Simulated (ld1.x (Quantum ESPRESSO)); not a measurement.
# Which change was made? (Cr, RRKJ)

```json
{
  "Element": "Cr (Z = 24)",
  "Generator": "ld1.x (Quantum ESPRESSO) 7.5",
  "Type": "norm-conserving RRKJ (Kleinman–Bylander form)",
  "Functional": "Wu–Cohen",
  "Relativity": "scalar-relativistic",
  "Frozen core": "[Ne]",
  "Valence charge": "14",
  "Reference configuration": "3s2 3p6 3d5 4s0 4p0 (charge +1)",
  "Partial waves": "3p (bound): rc 1.25 bohr; 3d (bound): rc 1.00 bohr; 3s (bound): rc 0.95 bohr",
  "Local potential": "the s channel",
  "Core correction": "Bessel-smoothed model core inside 0.65 bohr",
  "rho0": "0.001"
}
```

Cutoffs, loose and tight: the cutoffs (Ry, on a coarse ladder) from which the occupation-weighted sum of valence levels, in a spherical-Bessel basis at the reference potential, stays within 10 and 1 mRy of its value at 400 Ry. They do not see the model core or the augmentation charge, which bear on the density cutoff. Test errors are all-electron minus pseudo excitation energies from the reference, over the configurations 3s2 3p6 3d5 4s1 4p0; 3s2 3p6 3d4 4s0 4p0; 3s2 3p6 3d3 4s0 4p0; 3s2 3p6 3d4 4s1 4p1; 3s2 3p6 3d5 4s0 4p1; 3s2 3p6 3d5 4s0.5 4p0; 3s2 3p6 3d5.5 4s0.5 4p0; variants that change the core or the reference have their own tests.

The base gives: outcome: generated; cutoff, loose: 160 Ry; cutoff, tight: 260 Ry; bound ghosts: none; largest test error (meV): +80.

**Question.** After one change the result is: outcome: generated; cutoff, loose: 140 Ry; cutoff, tight: 200 Ry; bound ghosts: none; largest test error (meV): +168. Which change was it?
A. all radii but the core radius scaled by about 0.91 (s 0.86, p 1.14, d 0.92 bohr)
B. all radii but the core radius scaled by about 0.76 (s 0.72, p 0.96, d 0.76 bohr)
C. all radii but the core radius scaled by about 1.27 (s 1.20, p 1.58, d 1.28 bohr)
D. all radii but the core radius scaled by about 1.13 (s 1.08, p 1.42, d 1.12 bohr)

**Answer.** D. The others give: all radii but the core radius scaled by about 0.91 (s 0.86, p 1.14, d 0.92 bohr) → outcome: generated; cutoff, loose: 180 Ry; cutoff, tight: 300 Ry; bound ghosts: none; largest test error (meV): +53 | all radii but the core radius scaled by about 0.76 (s 0.72, p 0.96, d 0.76 bohr) → outcome: generated; cutoff, loose: 230 Ry; cutoff, tight: over 300 Ry; bound ghosts: none; largest test error (meV): +57 | all radii but the core radius scaled by about 1.27 (s 1.20, p 1.58, d 1.28 bohr) → outcome: generated; cutoff, loose: 100 Ry; cutoff, tight: 140 Ry; bound ghosts: none; largest test error (meV): +306.
